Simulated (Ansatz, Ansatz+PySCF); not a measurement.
```csv
atom,x (Å),y (Å),z (Å)
C,0.0000,0.0000,-0.5438
F,0.0000,0.9419,0.1813
F,0.0000,-0.9419,0.1813
```

Basis set: def2-SVP (spherical functions). Left uncorrelated: 3 orbitals. Charge 0, multiplicity 1.

Computed with Ansatz (development build ahead of 0.2.0); each method stands on the lowest determinant of its kind that the runs found. Restricted open shells among the atoms or ions are ROHF, correlated in semicanonical orbitals with singles.

The atomization energy at this shape (free ground-state atoms in the same class of orbitals less the molecule, no zero-point energy) of singlet CF2:

```csv
method,atomization energy
RHF-CCSD,9.48 eV
RHF-MP2,10.23 eV
RHF,6.73 eV
UHF,6.42 eV
```

(1) What does RHF-CCSD(T) give?

Results:

(1) 9.68 eV. Caution: the shape is not the minimum.
